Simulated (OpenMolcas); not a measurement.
## How basis sets differ on AlH2O2F (SMILES [OH][Al]([OH])[F])

AlH2O2F has 6 atoms, charge 0, and is taken as a singlet. As SMILES, `[OH][Al]([OH])[F]`. The shape is that of a PBE0-D4/def2-TZVP optimisation. This is one conformer, not always the lowest.

```xyz
6

O    -0.5726    1.3276   -0.6788
Al   -0.0455   -0.1455   -0.0675
O     1.0580   -0.1396    1.1990
F    -0.5985   -1.5644   -0.6959
H    -1.1983    1.3975   -1.3971
H     1.3991   -0.9396    1.5940
```

Each level gives the dipole moment (D). The values are calculated.

```csv
level,kind,program,value (D),CPU time
HF/STO-3G,Hartree–Fock,OpenMolcas,1.30,1.7 s
HF/3-21G,Hartree–Fock,OpenMolcas,1.63,1.9 s
HF/def2-SVP,Hartree–Fock,OpenMolcas,1.09,3.7 s
HF/def-TZVP,Hartree–Fock,OpenMolcas,1.16,7.5 s
```

The values span 1.09 to 1.63 D. Sets without polarisation functions give poor dipoles. CPU times are rough (shared hosts, several kinds of processor): they show what a rung costs within a factor of a few.
